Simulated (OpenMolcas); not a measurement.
**Nb2+: effect of the active space**

| Property | Result |
| --- | --- |
| Program | OpenMolcas 26.06 |
| Method | SS-CASPT2 or its RAS form, IPEA 0.25 Eh, imaginary shift 0.1 Eh |
| Basis | ANO-RCC-VQZP |
| Scalar Hamiltonian | DKH2, point nucleus |
| Spin-orbit coupling | RASSI with atomic mean-field integrals over the reference wave functions, term energies averaged over their components |

A. 3 electrons in 5 orbitals (4d); 2S+1 = 4 even, 10 roots; 2S+1 = 2 even, 40 roots; closed shells correlated: 4s 4p; CASPT2 step of the order of 40 core-seconds
B. 3 electrons in 6 orbitals (4d 5s); 2S+1 = 4 even, 20 roots; 2S+1 = 2 even, 70 roots kept (CI in the orbitals of an earlier block); closed shells correlated: 4s 4p; CASPT2 step of the order of 110 core-seconds
C. 9 electrons in 8 orbitals (RAS1 4p, at most 2 holes; RAS2 4d); 2S+1 = 4 even, 10 roots; 2S+1 = 2 even, 40 roots; closed shells correlated: 4s; CASPT2 step about 60 core-seconds
D. 3 electrons in 10 orbitals (4d 5d); 2S+1 = 4 even, 10 roots; 2S+1 = 2 even, 40 roots; closed shells correlated: 4s 4p; CASPT2 step of the order of 6 core-minutes

Energies in cm-1 above 4d3 4F 3/2, the measured ground level; measured values from the list in Shadmi, J. Res. Natl. Bur. Stand. 70A, 435 (1966).

```tsv
Level	A	B	C	D	Measured
4d3 4F 3/2	0.0	0.0	0.0	0.0	0.0
4d3 4F 5/2	514	530	548	518	516
4d3 4F 7/2	1172	1208	1247	1182	1177
4d3 4F 9/2	1932	1987	2050	1951	1939
4d3 4P 1/2 [62 %]	9140	8890	8770	8640	8664
4d3 4P 3/2 [54 %]	9160	8800	8600	8480	
4d3 2G 7/2	9200	9340	9420	9230	9236
4d3 2G 9/2	9740	9910	9990	9830	9804
4d3 4P 5/2	9960	9860	9960	9880	9594
4d3 2P 1/2 [62 %]	12260	10800	10320	10040	
4d3 2H 9/2	12670	13160	13100	13270	12916
4d3 2H 11/2	12980	13500	13430	13660	13264
4d3 2D 5/2(1)	13530	13410	13850	13480	13094
4d3 2F 7/2	20670	20170	20730	20700	19861
4d3 2F 5/2	20900	20180	20980	20940	19975
4d3 2D 5/2(2) [61 %]	32820	32510	32580	33110	
4d3 2D 3/2(2)	33100	33070	32920	33350
```

Deviations, from unrounded energies. A percentage is the sum of absolute deviations over the sum of measured energies, with the sign that they share, or ± where signs differ.

```json
{"Against measurement": "mean absolute deviation (cm-1)", "Levels": "12", "A": "310", "B": "180", "C": "340", "D": "280"}
{"Against measurement": "fine structure of the ground term (%)", "Levels": "3", "A": "-0.4", "B": "+2.6", "C": "+5.9", "D": "+0.5"}
{"Against measurement": "other terms of the ground configuration (%)", "Levels": "9", "A": "±3.1", "B": "+1.7", "C": "+3.3", "D": "±2.8"}
```

B lies closest to measurement on these levels and C furthest from it. The largest miss of B in the table is 4d3 2D 5/2(1), by +320 cm-1. The ranking rests on the paired levels alone, and a cruder setting can come out closer through cancelling errors.

The two smallest mean deviations differ by little beside CASPT2's spread within terms, so their order carries little weight.

Among A to D the level of the table that moves most is 4d3 2P 1/2 [62 %], by 2200 cm-1 (lowest in D, highest in A). Moves below CASPT2's spread within the term are not significant.

CASPT2 breaks the degeneracy within a term, and the mean is taken; among the terms shown or strongly mixed into the levels shown the widest spread is 890 cm-1 (4d3 2H, A). The CASPT2 spread within a term exceeds the gap to the next term for 4d3 2P and 4d3 2H, 4d3 2H and 4d3 2D(1), so the order of their levels is uncertain (figures for A; the like holds for B, C). Levels of configurations with an s electron are missing; early in the row they begin among the upper levels of the d shell and mix with terms of their name (holds for A). Terms from blocks run as CI alone lack orbitals of their own (holds for B). Active for correlation alone: 4p; no level in the range computed is led by a configuration that opens it, so any true level of that kind is missing (holds for C). Active for correlation alone: 5d; no level in the range computed is led by a configuration that fills it, so any true level of that kind is missing (holds for D). Measured partners are found by configuration, term and J. A level has none where our copy of the source lacks it or the pairing is in doubt (some pairs that miss far off the trend of their configuration count as doubtful), and it then counts in no deviation. Only configurations of the active space appear. Levels that lie high or do not pair safely by name in every column are left out.

A share in square brackets marks a mixed level and gives the weight of the term that names it, the lowest over the columns. A number in round brackets counts repeated terms of one configuration in the order of the reference energies.
